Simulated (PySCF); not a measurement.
## Electronic structure of Ca (calcium, neutral) at the UHF level

Configuration: [Ar] 4s1 4p1, high-spin 3P determinant (an excited configuration). Computed with PySCF 2.14 in x2c-TZVPPall with one added diffuse shell each of s, p, d type (7s6p4d, 45 functions), with scalar relativity by spin-free X2C-1e.

- Total energy: -679.582179 hartree
- One-electron energy: -929.6047 hartree
- Hartree (Coulomb) energy: 285.5137 hartree
- Exchange energy: -35.4912 hartree
- ⟨S²⟩: 2.0001
- ⟨L²⟩: 2.095
- Sum of ⟨r⟩: 21.89 bohr
- Sum of ⟨r²⟩: 63.71 bohr²
- Traceless quadrupole moment −½Σ⟨3z² − r²⟩ along its main axis: -14.1 e·bohr²
- Langevin diamagnetic susceptibility: -50.5 ×10⁻⁶ cm³/mol

| shell | electrons | mean orbital energy (eV) | spread (eV) | rms radius, mean of both spins (bohr) |
| --- | --- | --- | --- | --- |
| 1s α | 1 | -4085.7 | 0 | 0.0888 |
| 1s β | 1 | -4085.6 | 0 | 0.0888 |
| 2s α | 1 | -462.54 | 0 | 0.393 |
| 2s β | 1 | -462.42 | 0 | 0.393 |
| 2p α | 3 | -372.03 | 0.040 | 0.362 |
| 2p β | 3 | -371.96 | 0.052 | 0.362 |
| 3s α | 1 | -62.615 | 0 | 1.24 |
| 3s β | 1 | -62.261 | 0 | 1.24 |
| 3p α | 3 | -37.513 | 0.028 | 1.38 |
| 3p β | 3 | -37.298 | 0.278 | 1.38 |
| 4s α | 1 | -7.154 | 0 | 4.35 |
| 4p α | 1 | -4.273 | 0 | 5.41 |

Densities and radii are taken from the X2C orbitals without a picture-change correction, which distorts them close to the nucleus.

Spin-orbit constants ζ (cm⁻¹) from the X2C one-electron operator on these orbitals: bare nucleus, nucleus screened by l(l+1)(2l+1)/3 electrons, and screened by the Breit-Pauli mean field of the electrons.

```csv
shell,bare,screened nucleus,mean field
2p,21400,19260,18270
3p,2085,1876,1765
4p,97.31,87.58,81.75
```

To first order the Landé constant is A = 40.88 cm⁻¹, so the lowest level has J = 0 and lies 0.0101 eV below the centre of the term. This holds in LS coupling only.
